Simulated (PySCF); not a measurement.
CH8FNOSi2, SMILES C[SiH2]O[Si@@H](N)F.

Geometry optimised at PBE-D3(BJ)/def2-SVP. The structure was generated by enumeration; whether it is a known compound was not checked. The values are those of a single conformer.

Computed with PBE/def2-TZVP run with PySCF.

Computed frontier levels, gap, dipole moment and polarisability:
```
Property                                                                                                        Value
---------------------------------------------------------------------------------------------  ----------------------
highest occupied level                                                                                       -6.55 eV
lowest empty level                                                                                           -0.37 eV
orbital gap                                                                                                   6.18 eV
dipole moment                                                                                                  2.24 D
quadrupole, principal values (traceless, Buckingham form, about the centre of nuclear charge)  -6.22, -2.66, 8.88 D·Å
mean static polarisability                                                                      74.0 bohr³ (10.97 Å³)
polarisability, principal values                                                               68.6, 72.7, 80.7 bohr³
```
